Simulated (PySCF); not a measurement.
In(F)3 cation (F₃In), SMILES [F][In]([F])[F] (connectivity only; charge and spin as stated), charge +1, multiplicity 2. The structure is a stationary point at PBE-D3(BJ)/def2-SVP. The multiplicity is an assumed one; other spin states were not compared. The isomer is the one that the SMILES or the coordinates give; other isomers of the formula were not compared. The def2 effective core potentials stand for the cores of In; spin–orbit coupling is left out.

Computed with PBE-D3(BJ)/def2-SVP in PySCF 2.14.0.

Harmonic wavenumbers (cm⁻¹): 92, 106, 285, 375, 526, 677. Rotational constants (GHz): 12.22, 2.772, 2.259; symmetry number 2.

Q: Work out the zero-point energy and the ideal-gas rigid-rotor harmonic-oscillator thermochemistry at 298.15 K and 1 atm.

A: ZPE = ½ Σ hcν = ½ × 2060 cm⁻¹ = 2.95 kcal/mol. H − E(el) = 6.93 kcal/mol. Entropy in cal/(mol K): translation 41.33, rotation 24.47, vibration 10.46, spin 1.38, total 77.64. G − E(el) = -16.22 kcal/mol. Cp = 17.14 cal/(mol K). Modes under 150 cm⁻¹ make the vibrational entropy uncertain.
